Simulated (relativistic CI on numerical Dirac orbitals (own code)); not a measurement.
## Ligand-field terms of d7

Computed with a parametric ligand-field model of a d^n configuration (Racah B and C, spin-orbit zeta, crystal field), exact diagonalisation.

Field parameters in Wybourne normalisation: Td as Oh with Dq negative (B⁴₀ = 21Dq, B⁴₄ = √(5/14) B⁴₀). The field is a parameter set, without covalency.

(1) Ground term and bands for B = 970, C = 3920, ζ = 0 cm⁻¹, Td, 10Dq = -10570 cm⁻¹?

(2) Ground term and bands for B = 970, C = 3920, ζ = 0 cm⁻¹, Td, 10Dq = -8830 cm⁻¹?

(3) Ground term and bands for B = 970, C = 3920, ζ = 0 cm⁻¹, Td, 10Dq = -2720 cm⁻¹?

(4) Ground term and bands for B = 970, C = 3920, ζ = 0 cm⁻¹, Td, 10Dq = -7080 cm⁻¹?

(5) Ground term and bands for B = 970, C = 3920, ζ = 0 cm⁻¹, Td, 10Dq = -3590 cm⁻¹?

Results:

(1) Ground term 4A2 with 4.00 electrons in the two orbitals of the cubic e set. Spin-allowed: 4T2 10570 cm⁻¹ (946 nm), 4T1 17238 cm⁻¹ (580 nm), 4T1 29022 cm⁻¹ (345 nm). Lowest spin-forbidden: 2E 18284 cm⁻¹ (547 nm), 2T1 19199 cm⁻¹ (521 nm), 2T2 25197 cm⁻¹ (397 nm). With an A2 ground term the first spin-allowed band lies at |10Dq| itself.

(2) Ground term 4A2 with 4.00 electrons in the two orbitals of the cubic e set. Spin-allowed: 4T2 8830 cm⁻¹ (1133 nm), 4T1 14700 cm⁻¹ (680 nm), 4T1 26340 cm⁻¹ (380 nm). Lowest spin-forbidden: 2E 18154 cm⁻¹ (551 nm), 2T1 19040 cm⁻¹ (525 nm), 2T2 24392 cm⁻¹ (410 nm). With an A2 ground term the first spin-allowed band lies at |10Dq| itself.

(3) Ground term 4A2 with 4.00 electrons in the two orbitals of the cubic e set. Spin-allowed: 4T2 2720 cm⁻¹, 4T1 4805 cm⁻¹ (2081 nm), 4T1 17905 cm⁻¹ (559 nm). Lowest spin-forbidden: 2E 17277 cm⁻¹ (579 nm), 2T1 17689 cm⁻¹ (565 nm), 2A1 18360 cm⁻¹ (545 nm). With an A2 ground term the first spin-allowed band lies at |10Dq| itself.

(4) Ground term 4A2 with 4.00 electrons in the two orbitals of the cubic e set. Spin-allowed: 4T2 7080 cm⁻¹ (1412 nm), 4T1 12017 cm⁻¹ (832 nm), 4T1 23773 cm⁻¹ (421 nm). Lowest spin-forbidden: 2E 17995 cm⁻¹ (556 nm), 2T1 18825 cm⁻¹ (531 nm), 2A1 22720 cm⁻¹ (440 nm). With an A2 ground term the first spin-allowed band lies at |10Dq| itself.

(5) Ground term 4A2 with 4.00 electrons in the two orbitals of the cubic e set. Spin-allowed: 4T2 3590 cm⁻¹ (2786 nm), 4T1 6298 cm⁻¹ (1588 nm), 4T1 19022 cm⁻¹ (526 nm). Lowest spin-forbidden: 2E 17492 cm⁻¹ (572 nm), 2T1 18041 cm⁻¹ (554 nm), 2A1 19230 cm⁻¹ (520 nm). With an A2 ground term the first spin-allowed band lies at |10Dq| itself.
